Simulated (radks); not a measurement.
Spherical quantum dot in the effective-mass picture: electrons in a parabolic well V = omega^2 r^2 / 2 with omega = 3.68, with a point charge +2 (a donor) at the centre, all in effective atomic units (hartree* = m*/eps^2 hartree, bohr* = eps/m* bohr), one dielectric constant everywhere. Method: non-relativistic Kohn-Sham, PBEsol, spin-polarised, spherical densities; computed with a radial shooting solver with Libxc functionals. Levels are named by radial order and angular momentum (1s, 1p, 1d, 2s, ...), and open shells are averaged over m.

N = 6, configuration 1s2 1p(up 3, down 1). This is the lowest configuration that the search found. Occupied and some empty levels:

level,occupation,eigenvalue (hartree*),<r> (bohr*)
1s up,1,7.9017,0.5176
1s down,1,8.0615,0.5137
1p up,3,12.359,0.7912
1p down,1,12.566,0.7925
2s up,0,14.919,0.8661
2s down,0,15.059,0.8707
1d up,0,15.957,0.9617
1d down,0,16.149,0.9658
1f up,0,19.480,1.099
1f down,0,19.643,1.104

Energy (hartree*): total 44.1726, kinetic 25.390, external 1.0694, Hartree 23.080, exchange-correlation -5.3673.

Electron density:

r (bohr*),n(r) (e/bohr*^3)
0.0683,6.938
0.182,4.704
0.296,3.446
0.410,2.664
0.525,2.071
0.639,1.550
0.753,1.082
0.867,0.6924
0.981,0.4016
1.09,0.2100
1.21,0.09899
1.32,0.04210
1.44,0.01615
